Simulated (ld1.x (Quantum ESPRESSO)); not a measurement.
## What one change does to a pseudopotential (Co, RRKJ)

| Quantity | Value |
| --- | --- |
| Element | cobalt |
| Generator | ld1.x (Quantum ESPRESSO) 7.5 |
| Type | norm-conserving RRKJ (Kleinman–Bylander form) |
| Functional | revPBE |
| Relativity | scalar-relativistic |
| Frozen core | [Ar] |
| Valence charge | 9 |
| Reference configuration | 3d7 4s2 4p0 |
| Partial waves | 4p (bound, empty): rc 2.40 bohr; 3d (bound): rc 1.75 bohr; 4s (bound): rc 2.00 bohr |
| Local potential | the s channel |
| Core correction | a·sin(br)/r model core inside 1.00 bohr |

Change: functional LDA (PZ).

Cutoffs: the cutoffs (Ry, on a coarse ladder) from which the occupation-weighted sum of valence levels, in a spherical-Bessel basis at the reference potential, stays within 10 and 1 mRy of its value at 400 Ry; they do not see the model core or the augmentation charge, which bear on the density cutoff. Errors are all-electron minus pseudo energies relative to the spin-unpolarised reference configuration.

How do hardness, ghosts and transferability respond?

The potential gets neither clearly harder nor softer (60 Ry and 90 Ry → 60 Ry and 90 Ry); the number of tests with a reliable result goes from 7 to 9; of the 7 tests that both files solve, the error grows in 0 and shrinks in 5 by more than 15 % and 0.3 meV (median size 8.5 → 5.4 meV); neither file shows a bound ghost.

| quantity | base | changed |
| --- | --- | --- |
| cutoff, loose | 60 Ry | 60 Ry |
| cutoff, tight | 90 Ry | 90 Ry |
| bound ghosts | none | none |
| error for 3d7 4s1 4p0, meV [ΔE 8.93 → 9.30 eV] | -3.7 | -2.2 |
| error for 3d7 4s0 4p0, meV [ΔE 25.55 → 26.38 eV] | -30 | -19 |
| error for 3d6 4s0 4p0, meV [ΔE 61.31 → 62.57 eV] | -346 | -319 |
| error for 3d6 4s2 4p0, meV [ΔE 15.12 → 15.46 eV] | -157 | -150 |
| error for 3d7 4s1 4p1, meV [ΔE 4.33 → 4.43 eV] | -1.8 | -1.1 |
| error for 3d7 4s0 4p2, meV [ΔE 8.91 → 9.14 eV] | -8.5 | -5.4 |
| error for 3d7 4s1.5 4p0, meV [ΔE 3.56 → 3.72 eV] | -0.8 | -0.5 |
| s: phases at 2.61 bohr within 0.05 rad from the reference energy up to (Ry; the scan ends near 5) | 2.8 | 2.8 |
| p: phases at 2.61 bohr within 0.05 rad from the reference energy up to (Ry; the scan ends near 5) | to the end of the scan | to the end of the scan |
| d: phases at 2.61 bohr within 0.05 rad from the reference energy up to (Ry; the scan ends near 5) | 0.5 | 0.5 |
